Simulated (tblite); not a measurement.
Isomers of C5H14FPSi2. Method: GFN2-xTB as coded in tblite; computed harmonic values from a numerical Hessian at the method's own geometry, unscaled. Against measured fundamentals such values can be off by several per cent, at times by over 20. Modes of hydrogen on phosphorus and silicon can be 10 to 20 % off. One conformer each.

Electronic energies: GFN2-xTB at the same geometries; isomer energies are rough at this level and their order can be wrong.

```json
{"SMILES": "F[Si@@]1(P)CCC[C@@H]1C[SiH3]", "electronic energy, lowest = 0 (kJ/mol)": "24.9"}
{"SMILES": "CC[C@@H]1C[C@@H]1[SiH2]P[SiH2]F", "electronic energy, lowest = 0 (kJ/mol)": "28.7"}
{"SMILES": "F[Si@@H]([SiH2]P)C1CCCC1", "electronic energy, lowest = 0 (kJ/mol)": "0.0"}
```

Question: How do GFN2-xTB zero-point energies change the relative energies?

Answer: 
```csv
SMILES,ZPE (kJ/mol),of it from modes above 1550 cm⁻¹,electronic (kJ/mol),"with ZPE, lowest = 0 (kJ/mol)",lowest mode (cm⁻¹),rings
F[Si@@H]([SiH2]P)C1CCCC1,458.7,228.2,0.0,0.0,21,1
F[Si@@]1(P)CCC[C@@H]1C[SiH3],455.2,228.2,24.9,21.4,14,1
CC[C@@H]1C[C@@H]1[SiH2]P[SiH2]F,452.4,230.6,28.7,22.4,21,1
```

The zero-point energies span 6.3 kJ/mol, from `CC[C@@H]1C[C@@H]1[SiH2]P[SiH2]F` to `F[Si@@H]([SiH2]P)C1CCCC1`. The order is unchanged.
